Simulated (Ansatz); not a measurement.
`BC[SiH2]BO` + H₂O → `OBO` + `BC[SiH3]`  (formal hydrolysis of a B–Si bond)

Gas-phase electronic energies from Ansatz, PBE0-D4/def2-TZVP geometries. CBS: MP2 limit from def2 TZ/QZ plus the TZ coupled-cluster correction, frozen cores. This one scheme is used for every species. DFT in def2-TZVPP. B3LYP here is the variant with VWN-RPA as its local correlation; programs differ in this. One conformer a species, not always the lowest.

| level | ΔE (kcal/mol) |
| --- | --- |
| B3LYP-D4 | -39.6 |
| B2PLYP | -40.9 |
| MP2/def2-TZVPP | -39.9 |
| CCSD/def2-TZVPP | -39.9 |

What does CCSD(T)/CBS give? (Best estimate.)

The calculation gave: -37.8 kcal/mol. The listed levels differ from it by -1.8, -3.1, -2.1, -2.1 kcal/mol.

Largest T1 diagnostic among the species: 0.014.

The D4 term adds +1.5 kcal/mol with B3LYP and +0.9 kcal/mol with PBE0; it sums over pairs of atoms, weighted by their polarisabilities, and B3LYP, whose exchange is more repulsive, gets the larger term. In def2-TZVPP, CCSD(T) changes the Hartree–Fock value by +7.8 kcal/mol (the triples alone add +1.0 kcal/mol) and MP2 by +6.8 kcal/mol.
